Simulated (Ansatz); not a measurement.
C2H7NSi can be A, `C=N[SiH2]C`, or B, `C[SiH]1CN1`.

Isolated molecules relaxed with PBE0-D4/def2-TZVP in Ansatz; ΔE leaves out vibrations. CCSD(T)/CBS is the MP2 limit (def2-TZVPP, def2-QZVPP) plus CCSD(T) − MP2 in def2-TZVPP, frozen cores. Functionals use def2-TZVPP. B3LYP here is the variant with VWN-RPA as its local correlation; programs differ in this. Each species was taken in one conformer, which may not be the lowest.

A:

Z-matrix (Å, degrees):
```
Si
N 1 1.747
C 1 1.862 2 108.8
H 1 1.497 2 110.9 3 121.9
H 1 1.486 2 106.9 3 -119.7
C 2 1.257 1 124.0 3 -122.3
H 3 1.093 1 110.6 2 -177.0
H 3 1.092 1 110.4 2 -57.0
H 3 1.092 1 110.8 2 63.0
H 6 1.097 2 120.4 1 179.6
H 6 1.103 2 124.2 1 -0.4
```

B:

Z-matrix (Å, degrees):
```
C
Si 1 1.860
H 1 1.093 2 111.0
H 1 1.092 2 110.6 3 120.4
H 1 1.093 2 110.7 3 -119.5
C 2 1.828 1 120.1 3 -141.5
N 2 1.720 1 122.2 3 -82.5
H 2 1.481 1 112.8 3 61.8
H 6 1.087 2 124.8 1 -150.7
H 6 1.090 2 117.2 1 1.3
H 7 1.009 2 126.3 1 3.6
```

(1) Which is lower in electronic energy at CCSD(T)/CBS, and by how much? (Best estimate.)

(2) Give E(B) − E(A) in kcal/mol with PBE0-D4, r2SCAN-D4, HF/def2-TZVPP, CCSD/def2-TZVPP, MP2/def2-TZVPP, ωB97M-V, B3LYP-D4. (Best estimate.)

(3) Does the order hold for the free energy at 298.15 K (harmonic terms from PBE0-D4)? (Estimate.)

Largest T1 diagnostic: 0.012.

## Answers

(1) Ansatz gave: A, by 12.8 kcal/mol.

(2) The calculation gave: PBE0-D4 9.1, r2SCAN-D4 10.5, HF/def2-TZVPP 21.6, CCSD/def2-TZVPP 14.3, MP2/def2-TZVPP 11.7, ωB97M-V 11.6, B3LYP-D4 15.0. None reverses the order clearly.

(3) Computed: Yes: G(B) − G(A) = +15.5 kcal/mol, for one conformer each.

In def2-TZVPP, CCSD(T) changes the Hartree–Fock value by −7.6 kcal/mol (the triples alone add −0.4 kcal/mol) and MP2 by −9.9 kcal/mol. At CCSD(T), def2-SVP lies +5.4 kcal/mol from the extrapolated value and def2-TZVPP +1.2 kcal/mol.
